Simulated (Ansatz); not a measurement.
`O=C=[N][In]([Cl])[Cl]` + H₂Se → `[Cl][In]([Cl])[SeH]` + `N=C=O` at 600 K and 1 bar (ligand exchange at the In–N bond).

Gas-phase electronic energies from Ansatz, PBE0-D4/def2-TZVP geometries. CBS: MP2 limit from def2 TZ/QZ plus the TZ coupled-cluster correction, frozen cores. This one scheme is used for every species. Elements past krypton have def2 core potentials. For In, Se outer-core shells are correlated without core-valence functions, which leaves a few kJ/mol of doubt a bond. Scalar relativity is left out up to krypton. Each species was taken in one conformer, which may not be the lowest.

```tsv
species	CCSD(T)/CBS energy (Eh)	H − E (kJ/mol)	S (J/(mol·K))
`O=C=[N][In]([Cl])[Cl]`	-1277.41850	96.3	476.6
H₂Se	-2401.89790	57.0	244.8
`[Cl][In]([Cl])[SeH]`	-3510.81908	76.4	445.3
`N=C=O`	-168.51995	83.3	274.5
```

H − E and S are ideal-gas, rigid-rotor, harmonic terms from PBE0-D4/def2-TZVP, for one conformer and one mirror image of each species. 1 Eh = 2625.50 kJ/mol, R = 8.31446 J/(mol·K).

Q: By hand: ΔE, ΔH, ΔS and ΔG.

A: ΔE = (-3510.81908) + (-168.51995) − (-1277.41850) − (-2401.89790) = -0.02263 Eh = -59.4 kJ/mol. Δ(H − E) = 76.4 + 83.3 − 96.3 − 57.0 = 6.4, so ΔH = -53.0 kJ/mol. ΔS = 445.3 + 274.5 − 476.6 − 244.8 = -1.6 J/(mol·K). ΔG = -53.0 − 600 × (-1.6)/1000 = -52.0 kJ/mol.

Q: By hand: the equilibrium constant, and the temperature at which ΔG would vanish if ΔH and ΔS stayed fixed.

A: log₁₀ K = −ΔG/(RT ln 10) = 4.5. ΔG = 0 at ΔH/ΔS = 33125 K, far beyond where these terms or the molecules hold.

The number of gas molecules stays the same, so ΔS is small and ΔH decides. A doubt of 5 kJ/mol in ΔE shifts log₁₀ K by 0.4 here. Other conformers and mirror images would add mixing entropy, several J/(mol·K) or more a flexible species. Modes under 60 cm⁻¹, often nearly free rotors, make the harmonic entropy too high. These are equilibria of isolated gas molecules and say nothing of rates. Largest T1 diagnostic: 0.018 (customary marks: 0.02 for closed shells, 0.045 for open ones).
